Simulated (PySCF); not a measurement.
titanium atom (Ti), triplet.

PySCF was given this input:
```python
from pyscf import gto, scf, dft

mol = gto.Mole()
mol.atom = '''
    Ti    0.00000000    0.00000000    0.00000000
'''
mol.basis = 'def2-svp'
mol.spin = 2
mol.verbose = 5
mol.build()

mf = dft.UKS(mol)
mf.xc = 'b3lyp'
mf.kernel()
mf.analyze()
```

What does this run give for the dipole moment, HOMO energy, number of basis functions, <S^2>?


```yaml
dipole_moment: 0.00 D
HOMO energy: -4.63 eV
number_of_basis_functions: 31
"<S^2>": 2.002
```

These values belong to the state on which the SCF converged, which isn't shown to be the lowest.
